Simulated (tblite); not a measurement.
Record of a relaxation.

Species: C5H16BNSi2.
Atom-mapped SMILES: `[CH2:1]=[CH:2][C@@H:3]([BH:4][Si@H:5]([NH2:6])[SiH3:7])[CH2:8][CH3:9]` (hydrogens: H10, H11 on C1; H12 on C2; H13 on C3; H14 on B4; H15 on Si5; H16, H17 on N6; H18, H19, H20 on Si7; H21, H22 on C8; H23, H24, H25 on C9)

Computed with GFN2-xTB (tblite), gas phase: L-BFGS steps from a force-field or distance-geometry start until the largest atomic force falls under 0.01 eV/Å. 4 of its 182 geometries are shown.

Step 0: E = -718.4633 eV, largest atomic force 1.727 eV/Å
```
atom  x, y, z in Å  |  force x, y, z in eV/Å
C1     -1.085    1.838    1.389   -0.269  -0.531   0.309
C2     -1.225    0.519    1.274    0.200   0.461   0.149
C3     -0.846   -0.226    0.022    0.074   0.012  -0.136
B4      0.481   -1.049    0.279    0.051  -0.705   0.685
Si5     2.120   -0.628   -0.650   -0.385  -1.392  -0.080
N6      3.437   -1.688   -0.084    0.774   1.475   0.456
Si7     2.645    1.512   -0.267    0.212   1.063   0.101
C8     -1.984   -1.160   -0.419   -0.363  -0.574  -0.146
C9     -3.235   -0.399   -0.853   -0.311   0.490   0.055
H10    -0.740    2.439    0.563   -0.027   0.053   0.154
H11    -1.353    2.335    2.319    0.153   0.013  -0.370
H12    -1.570   -0.053    2.147    0.149   0.098  -0.620
H13    -0.656    0.497   -0.796   -0.364  -0.080   0.352
H14     0.497   -1.908    1.105   -0.263   0.326  -0.155
H15     1.919   -0.816   -2.098    0.294  -0.139  -0.139
H16     3.590   -1.462    0.940   -0.015  -0.602  -1.518
H17     4.308   -1.391   -0.585   -0.796  -0.672   0.765
H18     2.774    1.709    1.187    0.058   0.207  -0.117
H19     1.576    2.377   -0.781    0.219   0.133   0.083
H20     3.920    1.833   -0.922   -0.047   0.226   0.115
H21    -1.655   -1.770   -1.285   -0.007   0.199   0.455
H22    -2.260   -1.859    0.403    0.276   0.411  -0.451
H23    -4.005   -1.104   -1.196    0.261   0.251   0.020
H24    -3.666    0.171   -0.002    0.350  -0.249  -0.575
H25    -2.996    0.307   -1.680   -0.224  -0.477   0.610
```

Step 60: E = -718.9278 eV, largest atomic force 0.045 eV/Å
```
atom  x, y, z in Å  |  force x, y, z in eV/Å
C1     -1.016    1.786    1.397    0.005  -0.021   0.003
C2     -1.231    0.494    1.221   -0.017  -0.011  -0.027
C3     -0.871   -0.265   -0.024    0.026  -0.029  -0.022
B4      0.464   -1.040    0.346    0.036  -0.004  -0.001
Si5     2.112   -0.562   -0.571   -0.005  -0.004  -0.030
N6      3.382   -1.673   -0.142    0.003   0.002   0.037
Si7     2.667    1.689   -0.266    0.007   0.016   0.012
C8     -2.012   -1.214   -0.435   -0.009   0.000   0.010
C9     -3.264   -0.440   -0.827   -0.018   0.009  -0.004
H10    -0.574    2.396    0.626    0.005   0.011   0.017
H11    -1.279    2.288    2.313    0.005   0.017   0.002
H12    -1.673   -0.097    2.013    0.004  -0.001  -0.001
H13    -0.729    0.456   -0.837    0.000  -0.002  -0.001
H14     0.401   -1.824    1.218   -0.017   0.012   0.003
H15     2.073   -0.749   -2.042    0.001  -0.007   0.016
H16     3.472   -1.960    0.820    0.010   0.009  -0.042
H17     4.299   -1.567   -0.546   -0.019   0.008   0.009
H18     2.740    2.105    1.142   -0.001  -0.010  -0.002
H19     1.703    2.601   -0.891    0.007  -0.011  -0.007
H20     3.969    2.043   -0.844    0.014   0.009   0.008
H21    -1.681   -1.823   -1.280    0.000   0.014   0.016
H22    -2.240   -1.892    0.390   -0.004   0.003   0.018
H23    -4.072   -1.119   -1.086   -0.009  -0.011  -0.010
H24    -3.591    0.193   -0.005   -0.014  -0.003   0.014
H25    -3.061    0.198   -1.684   -0.010   0.004  -0.017
```

Step 121: E = -718.9387 eV, largest atomic force 0.025 eV/Å
```
atom  x, y, z in Å  |  force x, y, z in eV/Å
C1     -0.813    1.742    1.325    0.003   0.009  -0.004
C2     -1.197    0.490    1.136    0.006  -0.006  -0.007
C3     -0.934   -0.306   -0.112    0.001  -0.012   0.000
B4      0.427   -1.012    0.290    0.007   0.008   0.005
Si5     2.091   -0.461   -0.560    0.009  -0.007  -0.018
N6      3.343   -1.601   -0.151    0.012  -0.006   0.006
Si7     2.731    1.755   -0.181   -0.010  -0.016  -0.010
C8     -2.095   -1.265   -0.412   -0.003   0.004   0.000
C9     -3.370   -0.515   -0.782   -0.004  -0.008   0.010
H10    -0.295    2.299    0.561   -0.005   0.010  -0.006
H11    -1.009    2.267    2.245   -0.001   0.002   0.002
H12    -1.704   -0.046    1.929    0.004   0.003  -0.013
H13    -0.832    0.383   -0.957    0.005  -0.005   0.014
H14     0.366   -1.819    1.142    0.005  -0.001  -0.004
H15     2.068   -0.608   -2.036    0.008  -0.001   0.004
H16     3.429   -1.905    0.805   -0.001  -0.002  -0.011
H17     4.262   -1.493   -0.549   -0.011   0.007   0.006
H18     2.553    2.191    1.210    0.008   0.008   0.016
H19     1.977    2.713   -0.998   -0.001   0.006   0.001
H20     4.144    2.008   -0.492   -0.004   0.001   0.009
H21    -1.808   -1.919   -1.239   -0.003   0.009   0.006
H22    -2.278   -1.897    0.460   -0.019   0.004  -0.015
H23    -4.174   -1.214   -1.004   -0.005   0.000  -0.005
H24    -3.688    0.128    0.036    0.010   0.008  -0.002
H25    -3.204    0.108   -1.660   -0.006  -0.016   0.016
```

Step 181: E = -718.9453 eV, largest atomic force 0.009 eV/Å
```
atom  x, y, z in Å  |  force x, y, z in eV/Å
C1     -0.782    1.783    1.108   -0.005   0.000  -0.001
C2     -1.102    0.501    1.030   -0.001  -0.001   0.000
C3     -0.937   -0.355   -0.196   -0.005   0.001   0.000
B4      0.433   -1.055    0.179   -0.005  -0.001  -0.001
Si5     2.115   -0.432   -0.584    0.003   0.003   0.000
N6      3.359   -1.583   -0.183    0.004  -0.003  -0.005
Si7     2.721    1.754   -0.023   -0.002  -0.005   0.000
C8     -2.141   -1.291   -0.374    0.005   0.001   0.002
C9     -3.423   -0.519   -0.668    0.005  -0.003   0.000
H10    -0.384    2.323    0.265   -0.005  -0.003   0.000
H11    -0.917    2.350    2.014    0.002   0.000   0.000
H12    -1.497   -0.011    1.899   -0.007   0.004  -0.003
H13    -0.874    0.297   -1.073    0.008  -0.002  -0.001
H14     0.381   -1.901    0.993   -0.001   0.001   0.007
H15     2.167   -0.485   -2.066   -0.003   0.002  -0.002
H16     3.374   -1.984    0.740    0.002   0.003  -0.004
H17     4.303   -1.418   -0.491    0.003  -0.004   0.000
H18     2.407    2.118    1.366    0.002   0.001  -0.001
H19     2.063    2.764   -0.858    0.003   0.002   0.002
H20     4.160    2.007   -0.172    0.003   0.001   0.003
H21    -1.935   -1.977   -1.200   -0.005   0.004   0.004
H22    -2.275   -1.891    0.528    0.003   0.000  -0.002
H23    -4.262   -1.201   -0.789   -0.001   0.000   0.002
H24    -3.650    0.168    0.145    0.001  -0.002  -0.001
H25    -3.317    0.060   -1.583   -0.001   0.001  -0.001
```

Problem. Summarise the path.

Solution. The energy falls by 0.4820 eV from step 0 to step 181; nine tenths of that is first reached at step 20. It falls at every step. The largest force goes from 1.727 to 0.009 eV/Å. Among the bonds Si5–Si7 changes most, from 2.236 to 2.337 Å; the atoms move by 0.396 Å rms after alignment.

Problem. Follow the three bonds and two angles with the largest change from start to end.

Solution. 
```
step  E above end (eV)  largest force (eV/Å)  Si5–Si7 (Å)  N6–H16 (Å)  Si5–N6 (Å)  Si5–N6–H17 (°)  Si5–N6–H16 (°)
   0            0.4820                 1.727        2.236       1.060       1.782           107.1           106.7
   8            0.1132                 0.327        2.311       1.009       1.754           119.6           115.4
  16            0.0576                 0.183        2.334       1.008       1.749           117.7           116.0
  24            0.0389                 0.074        2.338       1.008       1.744           117.4           119.2
  31            0.0280                 0.058        2.338       1.007       1.742           120.1           120.0
  39            0.0235                 0.041        2.342       1.007       1.743           119.3           118.7
  47            0.0218                 0.038        2.342       1.007       1.741           118.9           119.2
  55            0.0186                 0.035        2.340       1.006       1.739           119.9           119.3
  63            0.0165                 0.046        2.342       1.007       1.740           119.9           119.0
  71            0.0144                 0.030        2.340       1.007       1.740           119.9           119.1
  79            0.0130                 0.038        2.338       1.006       1.739           119.9           119.2
  87            0.0119                 0.020        2.338       1.007       1.740           119.4           119.2
  94            0.0106                 0.025        2.337       1.006       1.740           119.7           119.1
 102            0.0092                 0.029        2.339       1.006       1.741           119.5           119.3
 110            0.0074                 0.033        2.339       1.007       1.742           119.5           118.8
 118            0.0069                 0.020        2.338       1.006       1.742           119.6           118.8
 126            0.0059                 0.027        2.337       1.007       1.742           119.2           119.1
 134            0.0047                 0.021        2.337       1.007       1.742           118.9           119.0
 142            0.0036                 0.033        2.338       1.006       1.741           119.3           119.1
 150            0.0017                 0.020        2.339       1.007       1.742           119.2           118.9
 157            0.0014                 0.019        2.337       1.007       1.742           119.1           118.8
 165            0.0009                 0.022        2.336       1.007       1.742           119.4           118.9
 173            0.0004                 0.017        2.337       1.007       1.742           119.5           118.8
 181            0.0000                 0.009        2.337       1.007       1.742           119.4           119.0
```

The cost below is that of the whole relaxation. Hardware: one thread, Arm Neoverse N1 (aarch64) (shared host). Cost: 3.5 s.
